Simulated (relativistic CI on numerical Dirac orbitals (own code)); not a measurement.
**Hyperfine structure of V⁵⁺, mass number 51**

Calculated at this level of theory: Dirac-Coulomb-Breit CI, orbitals from a KLI potential per configuration, QED by a radiative potential, valence Slater integrals scaled by 0.85, P86 correlation energy added to each configuration (own radial code, finite nucleus).

Configurations in the expansion (outside the closed core [Ne]): 3s2 3p6, 3s2 3p5 3d, 3s 3p6 3d, 3s2 3p5 4s, 3s2 3p5 4p, 3s2 3p5 4d, 3s2 3p5 5s, 3s2 3p5 4f, 3s2 3p5 5p, 3s 3p6 4s, 3s2 3p5 5d, 3s2 3p5 5f, 3s2 3p5 5g, 3p6 3d2, 3p5 3d3, 3p5 3d2 4s, 3p5 3d2 4p, 3p5 3d2 4d, 3p5 3d2 5s. Double excitations out of closed p, d and f shells are left out; levels of such configurations are missing from the list, as are those of other unlisted configurations, and high levels can miss mixing partners. These lack a partner that the ground configuration has and come out too high: 3s2 3p5 4f, 3s2 3p5 5p, 3s2 3p5 5d, 3s2 3p5 5f, 3s2 3p5 5g.

Nuclear spin I = 7/2, μ = 5.1464 μN, Q = -0.052 b (tables of Stone and Pyykkö). The electronic factors are computed for point nuclear moments, without core polarisation or the Bohr-Weisskopf and QED corrections.

```csv
Level,E (cm⁻¹),A (MHz),B (MHz)
3s2 3p5 3d 3P°_1,310582,-300,-9.67
3s2 3p5 3d 3P°_2,313141,-818.9,-1.34
3s2 3p5 3d 3F°_4,322170,1404,171
3s2 3p5 3d 3F°_3,324399,2340,157
3s2 3p5 3d 3F°_2,326710,3980,144
3s2 3p5 3d 3D°_3,344620,1130,-129
3s2 3p5 3d 1D°_2,345561,2294,-196
3s2 3p5 3d 3D°_1,347156,13.58,-70.9
```

Levels with J = 0, under 50 % of one LS term, or S terms without an open s electron are left out. Small factors come from cancelling terms and can be off by tens of per cent or more.

At this charge configurations can still be misplaced by up to about 7 % of their energy. 32 of the 39 excited levels that our extract of the measured tables holds in this range could be paired (the sources list more); they are missed by 10009 cm⁻¹ on average and 68416 at most, and levels without a partner can miss by more.

Give the hyperfine levels of 3s2 3p5 3d 3F°_4 relative to its centre of gravity.

With K = F(F + 1) − I(I + 1) − J(J + 1), E = AK/2 + B[¾K(K + 1) − I(I + 1)J(J + 1)]/[2I(2I − 1)J(2J − 1)]: F = 1/2: -24490, F = 3/2: -22400, F = 5/2: -18920, F = 7/2: -14040, F = 9/2: -7756, F = 11/2: -45.89, F = 13/2: 9100, F = 15/2: 19700 MHz.

LS names give the leading component of a level, which can be under half, so a name can repeat, a term be missing and a line seem to break the LS rules.
